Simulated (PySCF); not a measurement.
**Energy of Rb²⁺ (rubidium, charge +2) between two integer charges**

The 4p beta orbital of [Ar] 3d10 4s2 4p5 is emptied in steps (occupation f), with all orbitals relaxed, ending at [Ar] 3d10 4s2 4p4. Calculation: PySCF 2.14, in def2-SVP with the def2 core potential (28 electrons) (5s3p2d, 24 functions); a scalar-relativistic core potential. The exact energy is a straight line in f; departures are measured from the line between the end points of the same method.

| f | UHF (eV) | LDA (eV) | PBE (eV) | PBE0 (eV) | r2SCAN (eV) | LC-wPBE (eV) | BHandHLYP (eV) | wB97X (eV) | B3LYP (eV) | TPSS (eV) |
| --- | --- | --- | --- | --- | --- | --- | --- | --- | --- | --- |
| 1 | 0.000 | 0.000 | 0.000 | 0.000 | 0.000 | 0.000 | 0.000 | 0.000 | 0.000 | 0.000 |
| 0.9 | 0.056 | -0.561 | -0.552 | -0.403 | -0.523 | -0.135 | -0.256 | -0.180 | -0.435 | -0.517 |
| 0.7 | 0.127 | -1.309 | -1.284 | -0.937 | -1.208 | -0.312 | -0.598 | -0.421 | -1.015 | -1.195 |
| 0.5 | 0.148 | -1.557 | -1.521 | -1.111 | -1.419 | -0.364 | -0.713 | -0.499 | -1.206 | -1.404 |
| 0.3 | 0.121 | -1.305 | -1.269 | -0.926 | -1.167 | -0.298 | -0.600 | -0.419 | -1.010 | -1.155 |
| 0.1 | 0.051 | -0.557 | -0.538 | -0.393 | -0.485 | -0.123 | -0.258 | -0.180 | -0.431 | -0.479 |
| 0 | 0.000 | 0.000 | 0.000 | 0.000 | 0.000 | 0.000 | 0.000 | 0.000 | 0.000 | 0.000 |

| method | E(f=0) − E(f=1) (eV) | −ε at f=1 (eV) | −ε at f=0.5 (eV) |
| --- | --- | --- | --- |
| UHF | 38.297 | 38.926 | 38.279 |
| LDA | 39.304 | 33.071 | 39.316 |
| PBE | 39.347 | 33.208 | 39.391 |
| PBE0 | 39.396 | 34.912 | 39.429 |
| r2SCAN | 39.479 | 33.653 | 39.598 |
| LC-wPBE | 39.485 | 37.972 | 39.524 |
| BHandHLYP | 39.336 | 36.498 | 39.328 |
| wB97X | 39.494 | 37.490 | 39.502 |
| B3LYP | 39.464 | 34.624 | 39.478 |
| TPSS | 39.155 | 33.387 | 39.271 |

Orbital energy along the path (eV):

```json
{"f": "1", "UHF": "-38.926", "LDA": "-33.071", "PBE": "-33.208", "PBE0": "-34.912", "r2SCAN": "-33.653", "LC-wPBE": "-37.972", "BHandHLYP": "-36.498", "wB97X": "-37.490", "B3LYP": "-34.624", "TPSS": "-33.387"}
{"f": "0.9", "UHF": "-38.787", "LDA": "-34.316", "PBE": "-34.447", "PBE0": "-35.818", "r2SCAN": "-34.853", "LC-wPBE": "-38.289", "BHandHLYP": "-37.061", "wB97X": "-37.890", "B3LYP": "-35.595", "TPSS": "-34.578"}
{"f": "0.7", "UHF": "-38.524", "LDA": "-36.814", "PBE": "-36.926", "PBE0": "-37.630", "r2SCAN": "-37.244", "LC-wPBE": "-38.916", "BHandHLYP": "-38.193", "wB97X": "-38.698", "B3LYP": "-37.539", "TPSS": "-36.946"}
{"f": "0.5", "UHF": "-38.279", "LDA": "-39.316", "PBE": "-39.391", "PBE0": "-39.429", "r2SCAN": "-39.598", "LC-wPBE": "-39.524", "BHandHLYP": "-39.328", "wB97X": "-39.502", "B3LYP": "-39.478", "TPSS": "-39.271"}
{"f": "0.3", "UHF": "-38.052", "LDA": "-41.807", "PBE": "-41.817", "PBE0": "-41.199", "r2SCAN": "-41.853", "LC-wPBE": "-40.097", "BHandHLYP": "-40.470", "wB97X": "-40.291", "B3LYP": "-41.405", "TPSS": "-41.502"}
{"f": "0.1", "UHF": "-37.840", "LDA": "-44.269", "PBE": "-44.163", "PBE0": "-42.913", "r2SCAN": "-43.879", "LC-wPBE": "-40.607", "BHandHLYP": "-41.625", "wB97X": "-41.091", "B3LYP": "-43.308", "TPSS": "-43.521"}
{"f": "0", "UHF": "-37.739", "LDA": "-45.480", "PBE": "-45.287", "PBE0": "-43.735", "r2SCAN": "-44.756", "LC-wPBE": "-40.826", "BHandHLYP": "-42.212", "wB97X": "-41.496", "B3LYP": "-44.244", "TPSS": "-44.302"}
```

Reference removal energy between the ground levels: 39.247 eV (semi-empirical (NIST evaluation); NIST Atomic Spectra Database, ionization energies). The calculation has no spin-orbit coupling. UHF lacks correlation.
